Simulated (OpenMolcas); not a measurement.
**d2 ions of charge +3 down a group with 6 chloride ligands in octahedral coordination**

```json
{
 "Program": "OpenMolcas",
 "Method": "SS-CASPT2, IPEA 0.25 Eh, imaginary shift 0.1 Eh",
 "Spin-orbit coupling": "RASSI with atomic mean-field integrals over the reference wave functions"
}
```

The d shell is active; CASPT2 correlates the ligand valence shells and the outer metal core. Anionic complexes are neutralised by point charges behind the ligands. Distances were set from a Shannon-type radius of the metal (high-spin where two are listed) plus a fixed donor radius (Cl 1.76 Å). Ligand basis ANO-RCC-VDZP, DKH2 Hamiltonian. States (labels of O, the rotations of Oh). Energies in cm-1 above the lowest state or level, χT in cm3 K/mol; under a threefold ground state the first gap can be a small split of the lowest multiplet, not the spin-orbit step; 10Dq and B are least-squares fits to the states below 45000 cm-1, weighted by degeneracy, with a free offset, and given where the rms deviation is under 5 % of |10Dq| (or 100 cm-1) and under 700 cm-1. Spin-only χT is S(S+1) / 2 for the spin of the ground state.

```tsv
Ion	Shell	R (Å)	Metal basis	Outer charge (e at Å behind ligand)	Ground state	First state of that spin	10Dq	B (rms of fit)	First gap with spin-orbit (degeneracies)	χT at 300 K	First state of another spin	Spin-only χT
V3+	3d2	2.4	ANO-RCC-VDZP	0.5 at 2.4	3T1	3T2 11060	12132	727 (256)	6 (2, 3)	0.897	1T2 9680	1.000
Nb3+	4d2	2.48	ANO-RCC-VDZP	0.5 at 2.4	3T1	3T2 17020	17714	460 (262)	27 (2, 3)	0.459	1T2 6730	1.000
```

|10Dq| changes by a factor of 17714 / 12132 = 1.46 from V3+ to Nb3+.

B goes from 727 cm-1 (V3+) to 460 cm-1 (Nb3+).

χT departs most from the spin-only value for Nb3+, by -0.541 cm3 K/mol.

Roots that are degenerate in the reference are averaged as groups; the widest CASPT2 spread within a group is 200 cm-1 (the 3-fold group of multiplicity 3 near 0 cm-1 above the lowest state of its run, Nb3+). Shifts and gaps below about the spread of the groups concerned are not significant. Over all roots computed the reference weight is 0.66 to 0.68 in V3+, 0.66 to 0.67 in Nb3+; a low but even weight reflects the number of correlated electrons. An orbital triplet at a regular site is open to Jahn-Teller coupling, which can distort the site and quench the lowest spin-orbit gaps and is left out. Ligand-to-metal charge-transfer states are missing. With no ligand orbital active B as a rule stays too high, so bands that hang on it stand too high and its fall with covalency is understated. With one d shell and no ligand orbital active, 10Dq can be off by a tenth or more. The least metal-like active orbital is 77 % on the metal (Löwdin) and no ligand orbital is active, so the numbers are rough (holds for Nb3+). No measured value stands beside these numbers; the geometry was imposed, not optimised, and the real ion may take another.
